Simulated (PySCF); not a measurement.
Oscillator strengths, rates and cross-sections

Compound: C5H9N3.
Numbering: `[CH3:1][CH2:2][n:3]1[n:4][cH:5][c:6]([CH3:7])[n:8]1` (hydrogens: H9, H10, H11 on C1; H12, H13 on C2; H14 on C5; H15, H16, H17 on C7)

Computed, not measured: PySCF 2.14.0, density-fitted response routines, TDDFT PBE0/def2-SVPD, vertical, gas phase, core orbitals frozen in the response. One conformer (not necessarily the lowest) at the GFN2-xTB geometry, without solvent, vibrations or thermal averaging. Torsions of this conformer, `[CH3:1][CH2:2][n:3]1[n:4][cH:5][c:6]([CH3:7])[n:8]1`: C1–C2–N3–N4 -89°.

For one non-degenerate pair of states in vacuum, A = 0.6670 f ν̃² s⁻¹ with ν̃ in cm⁻¹, τ = 1/A, |μ|² = 3f / (2ΔE) in atomic units, and the integrated cross-section is ∫σ dE = 109.76 f Mb·eV.

The rates are for emission to S0 at the absorption energy, with no other channel.

Energies and rates of the computed singlets with f of 0.002 or more:

```
state  E (eV)   A (s⁻¹)
   S1    6.36  3.27×10⁸
   S2    6.40  3.01×10⁷
   S3    7.01  7.35×10⁶
   S4    7.33  2.59×10⁷
   S6    7.42  1.62×10⁷
   S7    7.89  6.00×10⁸
   S8    7.97  2.09×10⁸
```

Q: Which f and |μ| stand behind these rates?

A: f = A / (0.6670 ν̃²), and |μ| follows from f:

```tsv
state	f	|μ| (D)	τ	main configurations (H = HOMO, L = LUMO)
S1	0.186	2.78	3.1 ns	H→L (86%)
S2	0.017	0.83	33 ns	H-2→L (86%)
S3	0.0034	0.36	140 ns	H→L+1 (92%)
S4	0.011	0.63	39 ns	H-3→L (91%)
S6	0.0068	0.49	62 ns	H→L+2 (91%)
S7	0.222	2.72	1.7 ns	H→L+3 (46%), H-1→L (26%), H-1→L+1 (14%)
S8	0.076	1.58	4.8 ns	H→L+4 (56%), H-1→L+1 (16%), H→L+5 (12%)
```

Q: What is the integrated cross-section of all computed states together?

A: Σf = 0.524 over S1 to S8, so 109.76 × Σf ≈ 57.5 Mb·eV.

Q: Suppose S1 emitted 0.3 eV lower with the same transition dipole. How would A change?

A: At fixed |μ|, A goes as the cube of the energy: (6.06/6.36)³ = 0.87, which makes τ about 3.5 ns.

Q: Which computed singlets stay under f = 0.002?

A: S5 (7.40 eV, f 0.0016).
